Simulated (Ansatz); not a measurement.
Consider the ligand exchange at a Ge–C bond: `N=[C](O)[GeH2][NH2]` + `OBF` → `[NH2][GeH2][O]BF` + `N=CO`.

Calculated with Ansatz (gas phase, PBE0-D4/def2-TZVP geometries, no zero-point term in ΔE). CBS: MP2 limit from def2 TZ/QZ plus the TZ coupled-cluster correction, frozen cores. This one scheme is used for every species. DFT in def2-TZVPP. For Ge outer-core shells are correlated without core-valence functions, which leaves a few kJ/mol of doubt a bond. Scalar relativity is left out up to krypton. Each species was taken in one conformer, which may not be the lowest.

**Question.** Is it downhill or uphill in electronic energy at CCSD(T)/CBS, and by how much? (An estimate is asked.)

**Answer.** The calculation gave: Downhill: ΔE = -14.6 kcal/mol.

**Question.** What do these levels give: ωB97X-V, PBE, PBE0, HF/def2-TZVPP, MP2/def2-TZVPP, SCS-MP2/def2-TZVPP? (An estimate is asked.)

**Answer.** Computed: ωB97X-V -15.5, PBE -13.1, PBE0 -14.2, HF/def2-TZVPP -19.9, MP2/def2-TZVPP -15.2, SCS-MP2/def2-TZVPP -16.2 kcal/mol.

Largest T1 diagnostic among the species: 0.014.

From PBE to PBE0 (25 % exact exchange), in def2-TZVPP and without D4, ΔE moves by −1.1 kcal/mol. In def2-TZVPP, CCSD(T) changes the Hartree–Fock value by +4.8 kcal/mol (the triples alone add +0.6 kcal/mol) and MP2 by +4.7 kcal/mol.
